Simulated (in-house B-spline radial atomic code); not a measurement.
The numbers below are computed, except where a source is named.
**Softness against transferability: the 2p channel of C**

C, [He] 2s2 2p2, non-relativistic PBE, spherical and spin-unpolarised, from a B-spline radial code for spherical atoms (atomic units). The all-electron 2p level is ε = -0.194353 hartree and its outer maximum at 1.20 bohr.

Troullier-Martins pseudo-orbitals are made for several radii. The cutoffs (hartree) are the plane-wave energies beyond which the orbital holds less than the named kinetic energy per electron. The phase error is the difference, pseudo minus all-electron, of arctan(R P'/P) at R = 2.83 bohr for all radii, half a hartree below and above the level.

```csv
r_c (bohr),V_l(0) (hartree),cutoff for 10 mEh,for 1 mEh,for 0.1 mEh,phase error at ε − 0.5 (mrad),at ε + 0.5 (mrad)
1.35,-7.65,17.8,25.6,33.6,+0.1,+1.9
1.57,-6.35,14.8,20.5,26.8,+0.2,+4.4
1.8,-5.38,12.3,16.8,21.8,+0.5,+8.9
2.04,-4.63,10.4,13.9,17.8,+1.1,+16.5
2.27,-4.07,8.99,11.9,15,+2.2,+27.3
2.53,-3.57,7.84,10.2,12.7,+4.4,+43.9
```

**Question.** Which radius needs the lowest cutoff for 0.1 mEh while both phase errors stay within 16.6 mrad?

**Answer.** The radii within that limit are 1.35, 1.57, 1.8, 2.04 bohr; of these r_c = 2.04 needs the least, 17.8 hartree, that is 35.6 Ry or 484 eV.

**Question.** What does the larger radius buy, and what does it cost?

**Answer.** From r_c = 1.35 to 2.53 bohr the cutoff for 1 mEh goes from 25.6 to 10.2 hartree, a factor of 2.51, against 3.51 for a pure 1/r_c² scaling, end to end; step by step it is 25.6, 20.5, 16.8, 13.9, 11.9, 10.2, and for 0.1 mEh 33.6, 26.8, 21.8, 17.8, 15, 12.7; the number of plane waves goes as the cutoff to the power 3/2, here a factor of 4.0. The larger of the two phase errors is least at r_c = 1.35 bohr, 1.9 mrad; it is 1.9 at the smallest radius and 43.9 at the largest. These errors test the reference atom alone. Large radii also let the cores of neighbours overlap, which an atom doesn't show.
